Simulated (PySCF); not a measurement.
**Working out the excitation energy of Mg**

Mg [Ne] 3s2 (1S) → Mg [Ne] 3s1 3d1 (3D). Calculation: PySCF 2.14, in aug-cc-pVDZ (5s4p2d, 27 functions); no relativity, point nucleus. Frozen: [Ne]. Energies in hartree (1 hartree = 27.21139 eV):

```json
{"part": "UHF", "Mg (lower)": "-199.608339", "Mg (upper)": "-199.382036"}
{"part": "CCSD correlation", "Mg (lower)": "-0.032952", "Mg (upper)": "-0.002464"}
{"part": "(T)", "Mg (lower)": "0.000000", "Mg (upper)": "0.000000"}
```

Task: What does Hartree-Fock give?

Result: (-199.382036) − (-199.608339) = 0.226303 hartree = 6.158 eV.

Task: What do CCSD and CCSD(T) give?

Result: The CCSD correlation energies differ by 0.030488 hartree = 0.830 eV and the triples by 0.000000 hartree = 0.000 eV, so CCSD gives 6.988 eV and CCSD(T) 6.988 eV.

Measured between the centres of the two terms (NIST): 5.946 eV, so CCSD(T) (valence) is off by 1.042 eV.

A double-zeta basis recovers only part of the correlation energy.

What remains against the reference includes basis incompleteness, the frozen core and higher excitations.
